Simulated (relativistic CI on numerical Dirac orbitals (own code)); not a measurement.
Cl XV: what numerical and physical settings do to a radial Dirac CI calculation

Reference input:

```
atom Cl  Z=17  charge=14  electrons=3
nucleus A=35  rms_radius_fm=3.3654
hamiltonian dirac-coulomb  breit=on  qed=on  c_scale=1
orbitals kli  potential=per-configuration
slater_scale 1
correlation none
mixing on
grid step=0.0125 r_max=6.9
scf mixing=0.4 start=green max_iterations=150 tolerance=2e-08 node_fill=0.05
configurations
  [He] 2s
  [He] 2p
end
```

Computed lowest total energy -309.15011 Ha, first excitation 241765.1 cm⁻¹, 15 SCF steps. Runs with settings changed; * marks those that are bad on purpose (the QED terms keep the true α when c is scaled):

```tsv
Changed	Outcome	Lowest level	ΔE (Ha)	First excitation (cm⁻¹)	SCF steps	Message
nuclear radius 3.7019 fm	converged	2s 2S_1/2	9.55e-05	241763.9	15	
SCF tolerance 1e-10, nuclear radius 3.7019 fm	converged	2s 2S_1/2	9.55e-05	241763.9	17	
node fill of the KLI weights 0	converged	2s 2S_1/2	0.000134	241741.3	15	
speed of light × 0.05 *	not converged				1	SCF of 1s2 2s stopped: an orbital could not be found
charge 13 *	refused				0	configuration [He] 2s has 3 electrons, the ion has 4
```
